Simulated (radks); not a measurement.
Results of a calculation; reference values are marked as such.
These are the eigenvalues of the occupied orbitals of an atom or ion with whole-number occupations (hartree). Code: a radial shooting solver on a logarithmic mesh with Libxc functionals. Model: scalar-relativistic Kohn-Sham, r2SCAN, spin-unpolarised, spherical densities, finite nucleus; meta-GGA in the generalised Kohn-Sham scheme; Fermi nuclear charge, rms radius of each element as measured or else 0.836 A^(1/3) + 0.57 fm.

orbital  eigenvalue
1s        -1047.256
2s        -237.2065
2p        -225.4755

Which element is it, and in what charge state? The configuration may be excited.

Answer. Z = 47, silver, charge +40: Ag40+ in [He] 2s2 2p3. The list shows which subshells hold electrons but not how many an open one holds; the 1s level, -1047.3 hartree, gives Z - s = 45.8 by -(Z - s)^2/2, which with screening and relativity narrows Z to a few neighbours, and the depths of the outer levels then fix element, charge and occupations together.
